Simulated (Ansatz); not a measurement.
Calculated with Ansatz (gas phase, PBE0-D4/def2-TZVP geometries, no zero-point term in ΔE). CCSD(T)/CBS is the MP2 limit (def2-TZVPP, def2-QZVPP) plus CCSD(T) − MP2 in def2-TZVPP, frozen cores. This one scheme is used for every species. Functionals use def2-TZVPP. One conformer a species, not always the lowest.

Reaction (formal exchange of groups at a C–Si bond): `[SiH3]C[SiH2]C=S` + `C[SiH2]O` → `O[SiH2]CC[SiH3]` + `[SiH3]C=S`

```tsv
level	ΔE (kJ/mol)
CAM-B3LYP-D4	69.8
PBE0	72.1
```

(1) What does CCSD(T)/CBS give? (Estimate.)

Largest T1 diagnostic among the species: 0.015.

## Answers

(1) Ansatz gave: +73.0 kJ/mol. The listed levels differ from it by -3.2, -0.9 kJ/mol.

At CCSD(T), def2-SVP lies −17.5 kJ/mol from the extrapolated value and def2-TZVPP −2.0 kJ/mol. From BLYP to BHLYP (50 % exact exchange), in def2-TZVPP and without D4, ΔE moves by +3.2 kJ/mol. Leaving LDA and LC-ωPBE aside and taking each functional with its dispersion term where it has one, the values, not all of them listed here, spread over 9.5 kJ/mol, from BLYP-D4 to B97M-V.
